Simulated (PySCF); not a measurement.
C₅H₅F, SMILES FC1=CCC=C1. Atoms are numbered in the order given.

```xyz
11

F      0.0013    -2.0646     0.0000
C      0.0442    -0.7408     0.0000
C      1.1472     0.0316     0.0000
C      0.6859     1.4534     0.0000
C     -0.8093     1.3595     0.0000
C     -1.1745     0.0617     0.0000
H      2.1820    -0.3059     0.0000
H      1.0521     2.0123    -0.8815
H      1.0521     2.0123     0.8815
H     -1.4752     2.2229     0.0000
H     -2.1833    -0.3523     0.0000
```
Charge 0, spin multiplicity 1.

Coordinates come from a PBE0-D3(BJ)/def2-SVP optimisation. One conformer was computed; it need not be the lowest.

Two levels are set side by side: PBE/pcSseg-1 (PySCF) and HF/pcSseg-1 (PySCF). GIAO shifts against CFCl3 (¹⁹F), TMS (¹H), TMS (¹³C) at the same level; non-relativistic, no solvent, atoms listed together averaged. Differences are taken from unrounded values.

| quantity | HF | PBE | PBE minus HF |
|---|---|---|---|
| δ(¹⁹F) of F1 (ppm) | -109.2 | -144.7 | -35.5 |
| δ(¹³C) of C2 (ppm) | 172.2 | 174.6 | 2.4 |
| δ(¹³C) of C3 (ppm) | 111.1 | 108.8 | -2.2 |
| δ(¹³C) of C4 (ppm) | 34.7 | 43.3 | 8.6 |
| δ(¹³C) of C5 (ppm) | 148.8 | 141.7 | -7.1 |
| δ(¹³C) of C6 (ppm) | 136.6 | 135.7 | -0.9 |
| δ(¹H) of H7 (ppm) | 6.19 | 5.85 | -0.34 |
| δ(¹H) of H8, H9 (ppm) | 3.11 | 3.43 | 0.32 |
| δ(¹H) of H10 (ppm) | 7.12 | 6.80 | -0.32 |
| δ(¹H) of H11 (ppm) | 6.87 | 6.77 | -0.10 |

Rough cost on one machine, each run with all the roots and properties that it gave: HF against PBE within a factor of 2.
